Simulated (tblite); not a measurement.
Parent: `[CH:1]#[C:2][SiH2:3][PH:4][SiH2:5][CH3:6]` with C2–Si3–P4–Si5 162°, Si3–P4–Si5–C6 -163°, C3H9PSi2.

Computed geometry: GFN2-xTB, gas phase. One conformer each, not checked by frequencies here.

```
coordinate of the parent    value
                   C1≡C2  1.203 Å
                  C2–Si3  1.850 Å
                  Si3–P4  2.238 Å
                  P4–Si5  2.237 Å
                  Si5–C6  1.898 Å
               C1–C2–Si3   178.0°
               C2–Si3–P4   106.7°
              Si3–P4–Si5   101.4°
               P4–Si5–C6   107.8°
```

Q: How does the shared frame change in `[CH3:1][SiH2:2][PH:3][SiH2:4][C:5]#[C:6][C:7]([CH3:8])=[O:9]` with C1–Si2–P3–Si4 166°, Si2–P3–Si4–C5 -149°, C5H11OPSi2? Atoms pair as C1 = C6, C2 = C5, Si3 = Si4, P4 = P3, Si5 = Si2, C6 = C1 (parent first).

A: 
```
    parent    relative  value in the relative  change
     C1≡C2       C6≡C5                1.210 Å  +0.007
    C2–Si3      C5–Si4                1.851 Å  +0.001
    Si3–P4      Si4–P3                2.237 Å  -0.001
    P4–Si5      P3–Si2                2.241 Å  +0.004
    Si5–C6      Si2–C1                1.897 Å  -0.001
 C1–C2–Si3   C6–C5–Si4                 176.1°    -1.9
 C2–Si3–P4   C5–Si4–P3                 105.0°    -1.7
Si3–P4–Si5  Si4–P3–Si2                 101.7°    +0.3
 P4–Si5–C6   P3–Si2–C1                 107.5°    -0.3
```

Of the parent's bonds, C1–C2 changes most (+0.007 Å). Bonds of the relative outside the shared frame: C6–C7 1.440, C7–C8 1.508, C7=O9 1.207 Å. Point group C1 → C1.

Q: How does the shared frame change in `[CH3:1][SiH2:2][PH:3][SiH2:4][C:5]#[C:6][CH2:7][SiH3:8]` with C1–Si2–P3–Si4 -166°, Si2–P3–Si4–C5 -70°, C4H13PSi3? Atoms pair as C1 = C6, C2 = C5, Si3 = Si4, P4 = P3, Si5 = Si2, C6 = C1 (parent first).

A: 
| parent | relative | value in the relative | change |
| --- | --- | --- | --- |
| C1≡C2 | C6≡C5 | 1.207 Å | +0.004 |
| C2–Si3 | C5–Si4 | 1.837 Å | -0.013 |
| Si3–P4 | Si4–P3 | 2.243 Å | +0.005 |
| P4–Si5 | P3–Si2 | 2.233 Å | -0.004 |
| Si5–C6 | Si2–C1 | 1.900 Å | +0.002 |
| C1–C2–Si3 | C6–C5–Si4 | 175.6° | -2.4 |
| C2–Si3–P4 | C5–Si4–P3 | 105.6° | -1.1 |
| Si3–P4–Si5 | Si4–P3–Si2 | 100.7° | -0.7 |
| P4–Si5–C6 | P3–Si2–C1 | 108.2° | +0.4 |

Of the parent's bonds, C2–Si3 changes most (-0.013 Å). Bonds of the relative outside the shared frame: C6–C7 1.437, C7–Si8 1.916 Å. Point group C1 → C1.

Q: How does the shared frame change in `[CH3:1][O:2][C:3](=[O:4])[C:5]#[C:6][SiH2:7][PH:8][SiH2:9][CH3:10]` with C1–O2–C3–O4 -1°, C6–Si7–P8–Si9 -144°, Si7–P8–Si9–C10 166°, C5H11O2PSi2? Atoms pair as C1 = C5, C2 = C6, Si3 = Si7, P4 = P8, Si5 = Si9, C6 = C10 (parent first).

A: 
| parent | relative | value in the relative | change |
| --- | --- | --- | --- |
| C1≡C2 | C5≡C6 | 1.208 Å | +0.005 |
| C2–Si3 | C6–Si7 | 1.853 Å | +0.003 |
| Si3–P4 | Si7–P8 | 2.236 Å | -0.002 |
| P4–Si5 | P8–Si9 | 2.242 Å | +0.005 |
| Si5–C6 | Si9–C10 | 1.897 Å | -0.001 |
| C1–C2–Si3 | C5–C6–Si7 | 174.9° | -3.1 |
| C2–Si3–P4 | C6–Si7–P8 | 104.4° | -2.3 |
| Si3–P4–Si5 | Si7–P8–Si9 | 102.4° | +1.0 |
| P4–Si5–C6 | P8–Si9–C10 | 107.3° | -0.5 |

Of the parent's bonds, C1–C2 and P4–Si5 change most and about equally (+0.005 Å). Bonds of the relative outside the shared frame: C1–O2 1.418, O2–C3 1.340, C3=O4 1.204, C3–C5 1.442 Å. Point group C1 → C1.

Q: How does the shared frame change in `[CH3:1][C:2]#[C:3][C:4]#[C:5][SiH2:6][PH:7][SiH2:8][CH3:9]` with C5–Si6–P7–Si8 -71°, Si6–P7–Si8–C9 -167°, C6H11PSi2? Atoms pair as C1 = C4, C2 = C5, Si3 = Si6, P4 = P7, Si5 = Si8, C6 = C9 (parent first).

A: 
```tsv
parent	relative	value in the relative	change
C1≡C2	C4≡C5	1.215 Å	+0.012
C2–Si3	C5–Si6	1.838 Å	-0.012
Si3–P4	Si6–P7	2.241 Å	+0.003
P4–Si5	P7–Si8	2.236 Å	-0.001
Si5–C6	Si8–C9	1.899 Å	+0.001
C1–C2–Si3	C4–C5–Si6	177.5°	-0.5
C2–Si3–P4	C5–Si6–P7	106.7°	0.0
Si3–P4–Si5	Si6–P7–Si8	101.5°	+0.1
P4–Si5–C6	P7–Si8–C9	107.8°	0.0
```

Of the parent's bonds, C1–C2 and C2–Si3 change most and about equally (-0.012 to +0.012 Å). Bonds of the relative outside the shared frame: C1–C2 1.440, C2≡C3 1.208, C3–C4 1.356 Å. Point group C1 → C1.
